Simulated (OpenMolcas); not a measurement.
# Re4+: ligand-field states by method

Re4+ with 5 ligands (fluoride) in trigonal bipyramidal coordination (D3h) at 1.82 Å, the axial distance 1.984 Å. A charge of +0.2 e stands 2.8 Å behind each ligand. Ligand basis ANO-RCC-VDZP.

- Program: OpenMolcas
- Basis: ANO-RCC-VTZP [8s7p5d3f2g1h]
- Scalar Hamiltonian: DKH2, point nucleus
- Active space: 3 electrons in 5 orbitals (5d)
- State averaging: 2S+1 = 4 even, 10 roots; 2S+1 = 2 even, 40 roots
- Spin-orbit coupling: RASSI with atomic mean-field integrals over the reference wave functions

I. CASSCF
II. SS-CASPT2, IPEA 0.25 Eh, imaginary shift 0.1 Eh (the 29 lowest orbitals frozen, all others correlated)

Spin-free states (labels of D3, the rotations of D3h) in cm-1, each column counted from its own energy of the first state listed:

| State | Degeneracy | I | II |
| --- | --- | --- | --- |
| 4E | 2 | 0 | 0 |
| 2E | 2 | 2815 | -200 |
| 2E | 2 | 12516 | 8880 |
| 2E | 2 | 12966 | 9310 |
| 2S+1 = 2 | 1 | 14368 | 10420 |
| 2S+1 = 2 | 1 | 15987 | 10990 |
| 4E | 2 | 19563 | 19290 |
| 2E | 2 | 21678 | 16810 |
| 2S+1 = 4 | 1 | 25673 | 24070 |
| 2E | 2 | 29294 | 25140 |
| 2S+1 = 2 | 1 | 30255 | 26140 |
| 2S+1 = 2 | 1 | 31548 | 27130 |
| 2E | 2 | 31699 | 26810 |

II puts a state of multiplicity 2 lowest, 200 cm-1 below that state.

From I to II, I's first state of the same spin (4E) moves from 19563 to 19290 cm-1, by about -270 cm-1.

From I to II, I's first state of another spin (2E) moves from 2815 to -200 cm-1, by about -3000 cm-1.

χT at 300 K: I 0.59, II 0.43 cm3 K/mol.

The states above are spin-free; spin-orbit coupling is strong here and shifts and splits them by thousands of cm-1.

Roots that are degenerate in the reference are averaged as groups; the widest CASPT2 spread within a group is 110 cm-1 (the 2-fold group of multiplicity 2 near 53000 cm-1 above the lowest state of its run, II). Shifts and gaps below about the spread of the groups concerned are not significant. Over all roots computed the reference weight is 0.70 to 0.71 in II; a low but even weight reflects the number of correlated electrons. An orbital doublet at a regular site is open to a Jahn-Teller distortion, which this geometry leaves out. The least metal-like active orbital is 74 % on the metal (Löwdin) and no ligand orbital is active, so the numbers are rough. Ligand-to-metal charge-transfer states are missing. With no ligand orbital active B as a rule stays too high, so bands that hang on it stand too high and its fall with covalency is understated. Without dynamic correlation the repulsion within the d shell is too large (B by tens of per cent), so at a given field states of lower spin stand too high (holds for I). With metal d orbitals alone the field can be off either way by tens of per cent (holds for I). Spin-orbit coupling mixes the spin-free states strongly: the lowest level takes only 52 % from its leading state, 2E (holds for II). The distance lies 3 % under the 1.88 Å that this model takes as the normal distance (a Shannon-type radius plus a fixed donor radius); by an R⁻⁵ law this alone changes a d-shell field by about +18 %. No measured value stands beside these numbers; the geometry was imposed, not optimised, and the real ion may take another.

A state without a sure symmetry label is named by its multiplicity alone.
